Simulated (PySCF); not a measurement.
**Diatomics with 115 electrons**

PBE0 in PySCF with def2-SVP on every atom (core potentials on Tl, Pb, Bi), for the lowest determinant that a PBE0 search found; no spin–orbit coupling. All have 115 electrons, 9 of them in the valence shells, and the same state, a doublet (π ↑). For ions De leads to the atom and ion picked by measured ionisation energies and electron affinities.

| species | difference of nuclear charges | Re (Å) | ωe (cm⁻¹) | k (mdyn/Å) | De (eV) | dissociates to | Mayer bond order |
| --- | --- | --- | --- | --- | --- | --- | --- |
| TlSe | 47 | 2.731 | 178 | 1.07 | 2.83 | Tl + Se | 1.08 |
| AsPb | 49 | 2.521 | 247 | 1.98 | 2.34 | As + Pb | 2.20 |
| GeBi | 51 | 2.522 | 253 | 2.05 | 2.35 | Ge + Bi | 2.30 |
| TlBr⁺ | 46 | 3.286 | 75.6 | 0.192 | n/a | Tl⁺ + Br | 0.25 |
| PbSe⁺ | 48 | 2.595 | 232 | 1.83 | n/a | Pb⁺ + Se | 1.55 |

These are scalar-relativistic numbers at best; spin–orbit coupling would shift them, the dissociation energy most. States were picked by a PBE0 search and need not be the measured ground states.
